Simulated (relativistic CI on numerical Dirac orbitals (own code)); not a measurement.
## Level scheme of B IV

Calculated at this level of theory: Dirac-Coulomb-Breit CI, orbitals from a KLI potential per configuration, QED by a radiative potential, valence Slater integrals scaled by 0.85, P86 correlation energy added to each configuration (own radial code, finite nucleus).

CI space: 1s2, 1s 2s, 1s 2p, 1s 3s, 1s 3p, 1s 3d, 1s 4s, 1s 4p, 1s 4d, 1s 4f, 1s 5s, 1s 5p, 1s 5d, 1s 5f, 1s 5g, 1s 6s, 1s 6p, 1s 6d. Levels of other configurations are missing.

| No. | Configuration | Term | J | E (cm⁻¹) | % | Next component (%) | Landé g | jj configuration (%) |
| --- | --- | --- | --- | --- | --- | --- | --- | --- |
| 1 | 1s2 | 1S | 0 | 0 | 100 |  |  | closed (100) |
| 2 | 1s 2s | 3S | 1 | 1596769 | 100 |  | 2.002 | 1s 2s (100) |
| 3 | 1s 2s | 1S | 0 | 1625820 | 100 |  |  | 1s 2s (100) |
| 4 | 1s 2p | 3P° | 1 | 1633164 | 100 |  | 1.501 | 1s 2p1/2 (67) |
| 5 | 1s 2p | 3P° | 0 | 1633183 | 100 |  |  | 1s 2p1/2 (100) |
| 6 | 1s 2p | 3P° | 2 | 1633214 | 100 |  | 1.501 | 1s 2p3/2 (100) |
| 7 | 1s 2p | 1P° | 1 | 1653134 | 100 |  | 1.000 | 1s 2p3/2 (67) |
| 8 | 1s 3s | 3S | 1 | 1877967 | 100 |  | 2.002 | 1s 3s (100) |
| 9 | 1s 3s | 1S | 0 | 1886105 | 99 |  |  | 1s 3s (99) |
| 10 | 1s 3p | 3P° | 1 | 1887335 | 100 |  | 1.501 | 1s 3p1/2 (67) |
| 11 | 1s 3p | 3P° | 0 | 1887341 | 100 |  |  | 1s 3p1/2 (100) |
| 12 | 1s 3p | 3P° | 2 | 1887349 | 100 |  | 1.501 | 1s 3p3/2 (100) |
| 13 | 1s 3d | 3D | 2 | 1890057 | 100 |  | 1.167 | 1s 3d3/2 (64) |
| 14 | 1s 3d | 3D | 1 | 1890058 | 100 |  | 0.499 | 1s 3d3/2 (100) |
| 15 | 1s 3d | 3D | 3 | 1890061 | 100 |  | 1.334 | 1s 3d5/2 (100) |
| 16 | 1s 3d | 1D | 2 | 1890226 | 100 |  | 1.000 | 1s 3d5/2 (64) |
| 17 | 1s 3p | 1P° | 1 | 1893608 | 100 |  | 1.000 | 1s 3p3/2 (67) |
| 18 | 1s 4s | 3S | 1 | 1971596 | 100 |  | 2.002 | 1s 4s (100) |
| 19 | 1s 4s | 1S | 0 | 1975099 | 99 |  |  | 1s 4s (99) |
| 20 | 1s 4p | 3P° | 1 | 1975372 | 100 |  | 1.501 | 1s 4p1/2 (67) |
| 21 | 1s 4p | 3P° | 0 | 1975375 | 100 |  |  | 1s 4p1/2 (100) |
| 22 | 1s 4p | 3P° | 2 | 1975378 | 100 |  | 1.501 | 1s 4p3/2 (100) |
| 23 | 1s 4d | 3D | 2 | 1976760 | 100 |  | 1.167 | 1s 4d3/2 (63) |
| 24 | 1s 4d | 3D | 1 | 1976760 | 100 |  | 0.499 | 1s 4d3/2 (100) |
| 25 | 1s 4d | 3D | 3 | 1976762 | 100 |  | 1.334 | 1s 4d5/2 (100) |
| 26 | 1s 4d | 1D | 2 | 1976854 | 100 |  | 1.000 | 1s 4d5/2 (63) |
| 27 | 1s 4p | 1P° | 1 | 1978193 | 99 |  | 1.000 | 1s 4p3/2 (67) |
| 28 | 1s 4f | 3F° | 3 | 1979525 | 68 | 32 1F° | 1.057 | 1s 4f5/2 (99) |
| 29 | 1s 4f | 3F° | 2 | 1979526 | 100 |  | 0.666 | 1s 4f5/2 (100) |
| 30 | 1s 4f | 3F° | 4 | 1979527 | 100 |  | 1.250 | 1s 4f7/2 (100) |
| 31 | 1s 4f | 1F° | 3 | 1979529 | 68 | 32 3F° | 1.027 | 1s 4f7/2 (99) |
| 32 | 1s 5s | 3S | 1 | 2014171 | 100 |  | 2.002 | 1s 5s (100) |
| 33 | 1s 5s | 1S | 0 | 2016041 | 99 |  |  | 1s 5s (99) |
| 34 | 1s 5p | 3P° | 1 | 2016085 | 100 |  | 1.501 | 1s 5p1/2 (67) |
| 35 | 1s 5p | 3P° | 0 | 2016087 | 100 |  |  | 1s 5p1/2 (100) |
| 36 | 1s 5p | 3P° | 2 | 2016088 | 100 |  | 1.501 | 1s 5p3/2 (100) |
| 37 | 1s 5d | 3D | 2 | 2016884 | 100 |  | 1.167 | 1s 5d3/2 (63) |
| 38 | 1s 5d | 3D | 1 | 2016884 | 100 |  | 0.499 | 1s 5d3/2 (100) |
| 39 | 1s 5d | 3D | 3 | 2016885 | 100 |  | 1.334 | 1s 5d5/2 (100) |
| 40 | 1s 5d | 1D | 2 | 2016938 | 100 |  | 1.000 | 1s 5d5/2 (63) |
| 41 | 1s 5p | 1P° | 1 | 2017608 | 99 |  | 1.000 | 1s 5p3/2 (67) |
| 42 | 1s 5f | 3F° | 3 | 2019030 | 75 | 25 1F° | 1.062 | 1s 5f5/2 (96) |
| 43 | 1s 5f | 3F° | 2 | 2019031 | 100 |  | 0.666 | 1s 5f5/2 (100) |
| 44 | 1s 5g | 3G | 4 | 2019031 | 54 | 46 1G | 1.027 | 1s 5g7/2 (100) |
| 45 | 1s 5f | 3F° | 4 | 2019031 | 100 |  | 1.250 | 1s 5f7/2 (100) |
| 46 | 1s 5g | 3G | 3 | 2019031 | 100 |  | 0.750 | 1s 5g7/2 (100) |
| 47 | 1s 5g | 3G | 5 | 2019032 | 100 |  | 1.200 | 1s 5g9/2 (100) |
| 48 | 1s 5g | 1G | 4 | 2019032 | 54 | 46 3G | 1.023 | 1s 5g9/2 (100) |
| 49 | 1s 5f | 1F° | 3 | 2019032 | 75 | 25 3F° | 1.021 | 1s 5f7/2 (96) |
| 50 | 1s 6s | 3S | 1 | 2037158 | 100 |  | 2.002 | 1s 6s (100) |
| 51 | 1s 6p | 3P° | 1 | 2038263 | 100 |  | 1.501 | 1s 6p1/2 (67) |
| 52 | 1s 6p | 3P° | 0 | 2038263 | 100 |  |  | 1s 6p1/2 (100) |
| 53 | 1s 6p | 3P° | 2 | 2038264 | 100 |  | 1.501 | 1s 6p3/2 (100) |
| 54 | 1s 6s | 1S | 0 | 2038320 | 100 |  |  | 1s 6s (100) |
| 55 | 1s 6d | 3D | 2 | 2038748 | 100 |  | 1.167 | 1s 6d3/2 (62) |
| 56 | 1s 6d | 3D | 1 | 2038748 | 100 |  | 0.499 | 1s 6d3/2 (100) |
| 57 | 1s 6d | 3D | 3 | 2038748 | 100 |  | 1.334 | 1s 6d5/2 (100) |
| 58 | 1s 6d | 1D | 2 | 2038781 | 100 |  | 1.000 | 1s 6d5/2 (62) |
| 59 | 1s 6p | 1P° | 1 | 2039204 | 100 |  | 1.000 | 1s 6p3/2 (67) |

Energies count from the lowest computed level; ° marks odd parity. Filled j subshells are mostly left out of the jj labels.

The mean weight of the leading LS term, summed over parents, in these 59 levels is 96 %, and that of the leading jj configuration (from the same eigenvectors) 89 %.

For a near-neutral ion this model can misplace configurations by up to about 10,000 cm⁻¹ (more where the count of f electrons changes) and terms by 10 to 25 % of their spread. Rates follow the energies as ν³ (E1, M1) or ν⁵ (E2), so they and the lifetimes can be off by large factors. The fine structure of a lone outer electron comes out too small, for d and f at times inverted, and misplaced configurations move strength between like terms. 6 of the 6 excited levels that our extract of the measured tables holds in this range could be paired (the sources list more); they are missed by 4073 cm⁻¹ on average and 4736 at most, and levels without a partner can miss by more.
